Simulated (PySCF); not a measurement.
# Excited states of Ne(6+) (neon, charge +6)

Ground state [He] 2s2, ¹S. Calculation: PySCF 2.14, in an uncontracted even-tempered set (19 s from 0.0896 bohr⁻², ratio 2.5; 10 p from 0.13 bohr⁻², ratio 2.7; 9 d from 0.0527 bohr⁻², ratio 2.7; 5 f from 4.3 bohr⁻², ratio 2.7); scalar relativity by spin-free X2C-1e. Vertical excitation energies in eV without spin-orbit coupling; excited terms of each kind are numbered among those the solver found. Frozen: nothing.

```csv
term,leading excitation,EOM-EE-CCSD
1 3P°,2s → p,13.904
1 1P°,2s → p,26.721
```

Only the lower part of the computed list is shown. Doubly excited terms such as np² are absent. The solver can miss terms. The 12 highest virtual orbitals were dropped.
